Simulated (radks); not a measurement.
Sm5+, configuration [Xe] 4f3 (the NIST ground configuration).

All-electron calculation, Dirac Kohn-Sham, PBE, spin-unpolarised, spherical densities, finite nucleus; open shells fill j = l - 1/2 first; Fermi nuclear charge, rms radius 5.0819 fm. Program: a radial shooting solver on a logarithmic mesh with Libxc functionals.

Energy parts (eV):
part                      energy
total                 -283774.71
kinetic                307695.77
electron-nucleus      -691090.24
Hartree                105976.44
exchange-correlation    -6356.68

Orbitals (lengths in bohr, moments of r in powers of bohr; <r^-3> diverges for s and p1/2; r(90%) holds 90 % of the orbital's charge):
orbital  occ.  eigenvalue (eV)      <r>  <r^-3>      <r^4>  r(90%)  small-component weight
1s1/2       2        -46700.21  0.02274       -  1.318e-06  0.0411                5.31e-02
2s1/2       2        -7692.003  0.09651       -  0.0002115   0.150                1.17e-02
2p1/2       2        -7294.821  0.08074       -  0.0001316   0.133                1.17e-02
2p3/2       4        -6692.179  0.08737    8885  0.0001697   0.142                1.09e-02
3s1/2       2        -1747.820   0.2546       -   0.008332   0.374                3.66e-03
3p1/2       2        -1576.878   0.2443       -   0.007632   0.367                3.60e-03
3p3/2       4        -1454.903   0.2570    1855   0.009235   0.385                3.37e-03
3d3/2       4        -1158.275   0.2287   309.0   0.006804   0.357                3.25e-03
3d5/2       6        -1131.810   0.2327   276.9   0.007218   0.363                3.19e-03
4s1/2       2        -408.2030   0.5756       -     0.2024   0.826                1.17e-03
4p1/2       2        -342.3802   0.5885       -     0.2306   0.855                1.10e-03
4p3/2       4        -315.0481   0.6162   417.2     0.2767   0.894                1.02e-03
4d3/2       4        -206.3806   0.6523   59.44     0.3885   0.976                8.69e-04
4d5/2       6        -201.4008   0.6618   52.68     0.4112   0.990                8.49e-04
5s1/2       2        -104.1832    1.310       -      5.229    1.86                2.90e-04
5p1/2       2         -84.2781    1.422       -      7.460    2.04                2.48e-04
5p3/2       4         -79.4866    1.486   73.21      8.870    2.13                2.29e-04
4f5/2       3         -73.7783   0.7986   8.103      1.304    1.31                5.46e-04
4f7/2       0         -73.0631   0.8048   7.879      1.345    1.32                5.40e-04

The highest occupied level is 4f5/2 at -73.778 eV. Summed over all electrons, <r^2> = 30.20 bohr^2, which gives a Langevin (diamagnetic) susceptibility term of -23.9 x 10^-6 cm^3/mol. The density falls to 0.001 e/bohr^3 at r = 3.03 bohr. The electron density at the nucleus is 5.333e+05 e/bohr^3. For comparison, the ionisation energy in NIST's Atomic Spectra Database is 87 eV (theoretical). In exact Kohn-Sham theory the highest level is minus the ionisation energy, but local and semilocal functionals leave it too shallow, through self-interaction and a potential that decays too fast; potentials with the right tail come closer.

Beside tabulated values, note that spin-unpolarised runs miss the spin-polarisation part of the exchange energy of open shells.
